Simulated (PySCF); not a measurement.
**TcI₂: bend–stretch map**

Computed with UB3LYP/[Tc def2-SVP with ECP28, I def2-SVP with ECP28], scalar-relativistic core potentials, density fitting, no spin–orbit coupling, PySCF.

Rigid scan from the sextet minimum (Tc–I 2.647 Å (×2); I–Tc–I 180.0°). Coordinate: rows scale both bonds, columns set the I–Tc–I angle. Energies in kJ/mol from the minimum.

Q: Give the energy map for rows 0.94, 0.97, 1.00, 1.03, 1.06, 1.10 and columns 90, 105, 120, 135, 150, 165, 180.

A: 
| scale \ angle | 90 | 105 | 120 | 135 | 150 | 165 | 180 |
| --- | --- | --- | --- | --- | --- | --- | --- |
| 0.94 | 138.9 | 87.8 | 61.0 | 45.2 | 36.4 | 32.3 | 31.2 |
| 0.97 | 107.8 | 63.1 | 38.2 | 22.6 | 13.3 | 8.4 | 7.0 |
| 1.00 | 94.0 | 54.6 | 31.5 | 16.3 | 6.9 | 1.6 | 0.0 |
| 1.03 | 93.3 | 58.2 | 36.6 | 22.0 | 12.7 | 7.4 | 5.7 |
| 1.06 | 102.3 | 70.7 | 50.5 | 36.6 | 27.6 | 22.3 | 20.6 |
| 1.10 | 124.7 | 97.0 | 78.5 | 65.5 | 57.1 | 52.1 | 50.5 |

Q: And the size of the dipole moment (D) on the same grid?

A: 
| scale \ angle | 90 | 105 | 120 | 135 | 150 | 165 | 180 |
| --- | --- | --- | --- | --- | --- | --- | --- |
| 0.94 | 3.16 | 2.65 | 2.19 | 1.74 | 1.25 | 0.66 | 0.00 |
| 0.97 | 3.58 | 3.04 | 2.51 | 1.98 | 1.39 | 0.73 | 0.00 |
| 1.00 | 4.01 | 3.42 | 2.83 | 2.21 | 1.54 | 0.80 | 0.00 |
| 1.03 | 4.42 | 3.80 | 3.14 | 2.45 | 1.70 | 0.87 | 0.00 |
| 1.06 | 4.82 | 4.16 | 3.45 | 2.68 | 1.85 | 0.95 | 0.00 |
| 1.10 | 5.32 | 4.62 | 3.83 | 2.98 | 2.05 | 1.05 | 0.00 |

The bond scale of lowest energy on the grid is 1.03 at 90°, 1.00 at 105°, 1.00 at 120°, 1.00 at 135°, 1.00 at 150°, 1.00 at 165°, 1.00 at 180°.

Other spin states or occupations of the open shell can lie lower. With an element this heavy the missing spin–orbit coupling can shift these numbers.

Other isomers or separated fragments may lie lower.
